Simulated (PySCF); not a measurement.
## Calculated data, BClH3OSi, AlClH3OSi

Calculation on a computer-drawn molecule: optimised geometry and harmonic frequencies of an isolated molecule of the commonest isotopes, restricted reference for singlets and unrestricted otherwise, frozen core in MP2. Program: PySCF 2.14.0.

Common to all runs: charge 0; multiplicity 2; basis cc-pV(D+d)Z.

(1) BClH3OSi

Start structure:
```xyz
7
BClH3OSi
Si     0.5462     3.1624    -1.6127
O      0.2546     2.1939    -0.3545
B      0.0357     1.9107     0.9053
Cl     0.0498     3.1099     2.1797
H      0.4580     4.6006    -1.1869
H     -0.1941     2.6305    -2.6467
H     -0.1645     0.7151     1.2167
```

* method: HF
* rotational constants: 12.34, 2.293, 1.957 GHz
* total energy: -849.8302 hartree
* spin squared: 0.7529
* convergence status largest gradient component: 1.478e-05 hartree/bohr

Drawn bonds:
```
atom  other atom  order
   1           2      1
   2           3      1
   3           4      1
   1           5      1
   1           6      1
   3           7      1
```

Optimised structure:
```xyz
7
BClH3OSi
Si     0.5994     3.2555    -1.4382
O      0.0392     2.0644    -0.3971
B     -0.0174     1.8506     0.9167
Cl     0.6676     3.0392     2.0633
H     -0.1607     4.5034    -1.2102
H      0.3787     2.7384    -2.8038
H     -0.5211     0.8717     1.3702
```

Modes:
```
frequency (cm⁻¹)  reduced mass (dalton)
           89.97                  1.154
           112.5                  5.722
           194.4                  2.827
           453.9                  8.076
           705.5                  7.974
           772.3                  1.174
           820.4                  3.288
             871                  1.281
           915.7                   1.57
            1002                  1.057
            1194                  1.237
            1411                  9.404
            2308                   1.03
            2330                  1.054
            2796                  1.097
```

(2) BClH3OSi

Start structure:
```xyz
7
BClH3OSi
Si     0.5994     3.2555    -1.4382
O      0.0392     2.0644    -0.3971
B     -0.0174     1.8506     0.9167
Cl     0.6676     3.0392     2.0633
H     -0.1607     4.5034    -1.2102
H      0.3787     2.7384    -2.8038
H     -0.5211     0.8717     1.3702
```

- method: MP2
- rotational constants: 11.22, 2.447, 2.033 GHz
- total energy: -850.3132 hartree
- spin squared: 0.7529
- convergence status largest gradient component: 2.498e-05 hartree/bohr

Drawn bonds:
```
atom  other atom  order
   1           2      1
   2           3      1
   3           4      1
   1           5      1
   1           6      1
   3           7      1
```

Optimised structure:
```xyz
7
BClH3OSi
Si     0.6062     3.2451    -1.4098
O      0.0006     1.9736    -0.4386
B     -0.0242     1.8485     0.9088
Cl     0.6731     3.0964     1.9654
H     -0.1585     4.4858    -1.1378
H      0.4116     2.7904    -2.8053
H     -0.5231     0.8833     1.4182
```

Modes:
```
frequency (cm⁻¹)  reduced mass (dalton)
           114.9                  3.658
           123.3                  1.307
             200                  2.793
             446                   7.68
           681.9                  7.988
           730.9                  1.179
           805.1                  1.662
             827                  2.083
           868.3                  1.539
           954.7                  1.056
            1139                  1.252
            1339                  8.933
            2264                  1.029
            2298                  1.055
            2725                  1.096
```

(3) AlClH3OSi

Start structure:
```xyz
7
AlClH3OSi
Si    -0.4342     0.8752     0.3616
O      1.0146     0.4133    -0.1944
Al     2.4907    -0.0152    -0.7418
Cl     3.0756    -1.9489    -1.1647
H     -0.2691     2.0120     1.1866
H     -1.0135    -0.3176     1.0267
H      3.5593     1.1324    -0.8414
```

- method: HF
- rotational constants: 10.7, 1.343, 1.21 GHz
- total energy: -1067.1102 hartree
- spin squared: 0.7532
- convergence status largest gradient component: 6.428e-07 hartree/bohr

Drawn bonds:
```
atom  other atom  order
   1           2      1
   2           3      1
   3           4      1
   1           5      1
   1           6      1
   3           7      1
```

Optimised structure:
```xyz
7
AlClH3OSi
Si    -0.4621     0.4947     0.4466
O      1.1103     0.3432    -0.0022
Al     2.6224    -0.0123    -0.6191
Cl     2.7944    -1.5688    -2.0284
H     -0.9479     1.8556     0.1092
H     -0.5876     0.2671     1.9076
H      3.8939     0.7718    -0.1811
```

Modes:
```
frequency (cm⁻¹)  reduced mass (dalton)
           21.02                  1.067
           51.08                  9.658
           108.1                  4.024
             237                  11.02
           488.4                  15.45
           513.2                  1.311
           597.8                   4.06
           725.6                   1.26
           780.3                  1.159
           885.1                   1.22
            1009                  1.071
            1133                  12.51
            2083                  1.043
            2273                  1.028
            2288                  1.055
```
